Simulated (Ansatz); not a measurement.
GaH₃Se, SMILES `[GaH2][SeH]`. Total charge 0; spin multiplicity 1. Correlated methods include outer-core shells of Ga, Se, which these sets cover unevenly. Scalar relativity is left out up to krypton.

| atom | x (Å) | y (Å) | z (Å) |
| --- | --- | --- | --- |
| Ga1 | 0.0820 | 0.6742 | -0.2535 |
| Se2 | 0.6711 | -1.5291 | 0.1820 |
| H3 | -1.3153 | 1.1763 | 0.2252 |
| H4 | 1.1581 | 1.5095 | -1.0133 |
| H5 | -0.5960 | -1.8309 | 0.8596 |

Problem. Give the diagnostics of a CCSD(T)/def2-TZVPP run (frozen core, Ansatz). (Estimate.)

Solution. The calculation gave: T1 = 0.0118, largest single amplitude 0.027, largest double 0.033, (T) share of the correlation energy 3.6 %, 9 CCSD cycles. The RHF solution is stable towards an unrestricted one. T1 lies under the customary mark of 0.02 for closed shells.
